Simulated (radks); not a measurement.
Values are calculated unless marked as measured or tabulated.
The nuclear charge of the zinc ion Zn2+ is varied continuously with 28 electrons held in [Ar] 3d10. Level of theory: Dirac Kohn-Sham, BLYP, spin-unpolarised, spherical densities, finite nucleus; Fermi nuclear charge, rms radius 3.9283 fm (a radial shooting solver on a logarithmic mesh with Libxc functionals). By the Hellmann-Feynman theorem dE/dZ = E(electron-nucleus)/Z, the electronic potential at the nucleus (averaged over a nucleus of fixed radius).

Z,E (hartree),E(electron-nucleus)/Z (hartree),HOMO,e(HOMO) (eV),<r> HOMO (bohr)
29,-1654.95004,-137.238,3d5/2,-13.612,1.022
29.25,-1689.46059,-138.846,3d5/2,-17.439,0.9819
29.5,-1724.37272,-140.451,3d5/2,-21.579,0.9462
29.75,-1759.68577,-142.053,3d5/2,-26.017,0.9142
30,-1795.39918,-143.654,3d5/2,-30.740,0.8852
30.25,-1831.51254,-145.253,3d5/2,-35.736,0.8587
30.5,-1868.02550,-146.851,3d5/2,-40.997,0.8344
30.75,-1904.93782,-148.448,3d5/2,-46.515,0.8119
31,-1942.24930,-150.044,3d5/2,-52.282,0.7910

The central difference of E at Z = 30 is -143.654 hartree, to compare with the third column; the second derivative is -6.4 hartree.
